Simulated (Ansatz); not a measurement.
A structure relaxed at B3LYP-D4/def2-SVPD in Ansatz, charge -1, singlet:

Cartesian coordinates in Å:
```
P 0.858 -1.340 0.478
Au -1.261 -2.097 1.009
Au 0.430 0.941 1.113
Au -0.196 2.660 -1.094
Au 0.169 -0.164 -1.505
```

Task: Give its formula and point group.

Result: PAu4⁻. Point group Cs (tolerance 0.1 Å).

Task: Summarise the bond lengths by kind (pairs closer than 1.2 times the sum of covalent radii, bridged metal pairs left out).

Result: 3 × Au–P 2.31 to 2.41 Å; 2 × Au–Au 2.87 to 2.88 Å.

In the def2 sets Au takes a core potential; there is no spin–orbit coupling. The restricted singlet is unstable towards broken spin symmetry in Hartree–Fock (as tested in another run); at B3LYP-D4/def2-SVPD this wasn't settled. The relaxation made no stability test and no search for a lower SCF solution. No other spin state of charge -1 was run. Another isomer (singlet) lies 0.60 eV lower at PBE0-D4/def2-TZVPD; other spin states weren't run for this one.
